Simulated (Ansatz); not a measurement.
CoH₂S₂⁺, that is Co(SH)2 with one electron fewer, relaxed as a quintet with UKS r2SCAN-D4/def2-TZVP in Ansatz, starting from the r2SCAN-D4/def2-TZVP geometry of the neutral quartet. Force threshold 0.02 eV/Å.

The relaxation made no stability test and no search for a lower SCF solution.

Start:

```xyz
5

Co    0.002    0.002    0.000
S     0.062    1.115    1.850
H    -1.234    1.491    1.841
S    -0.062   -1.115   -1.848
H     1.232   -1.493   -1.843
```

```json
{"step": "1", "energy (eV)": "-59322.2585", "largest force component (eV/Å)": "0.645", "SCF passes": "111"}
{"step": "2", "energy (eV)": "-59322.3000", "largest force component (eV/Å)": "0.255", "SCF passes": "36"}
{"step": "3", "energy (eV)": "-59322.3067", "largest force component (eV/Å)": "0.053", "SCF passes": "45"}
{"step": "4", "energy (eV)": "-59322.3531", "largest force component (eV/Å)": "0.661", "SCF passes": "75"}
{"step": "5", "energy (eV)": "-59322.3725", "largest force component (eV/Å)": "1.664", "SCF passes": "122"}
{"step": "6", "energy (eV)": "-59322.5747", "largest force component (eV/Å)": "0.721", "SCF passes": "68"}
{"step": "7", "energy (eV)": "-59322.6830", "largest force component (eV/Å)": "0.340", "SCF passes": "74"}
{"step": "8", "energy (eV)": "-59322.6988", "largest force component (eV/Å)": "0.058", "SCF passes": "78"}
{"step": "9", "energy (eV)": "-59322.6995", "largest force component (eV/Å)": "0.039", "SCF passes": "86"}
{"step": "10", "energy (eV)": "-59322.7001", "largest force component (eV/Å)": "0.008", "SCF passes": "43"}
{"step": "11", "energy (eV)": "-59322.7002", "largest force component (eV/Å)": "0.008", "SCF passes": "101"}
{"step": "12", "energy (eV)": "-59322.7002", "largest force component (eV/Å)": "0.005", "SCF passes": "41"}
{"step": "13", "energy (eV)": "-59322.7002", "largest force component (eV/Å)": "0.002", "SCF passes": "42"}
```

Force components are those of the run's own axes.

End:

```xyz
5

Co    0.084    0.324   -0.202
S    -0.008    1.459    1.635
H    -1.167    0.939    2.103
S     0.203   -0.836   -2.024
H     0.888   -1.885   -1.512
```

By distances, no bond broke or formed. The bond that changes most is S4–H5, from 1.35 to 1.35 Å (atoms count from 1).

The force fell under the threshold at step 10, but the optimiser went on. No frequencies were taken in this run, so the end may be a saddle point.

Hardware: 4 threads of Arm Neoverse V2 on a shared host. Wall time 2.2 min.
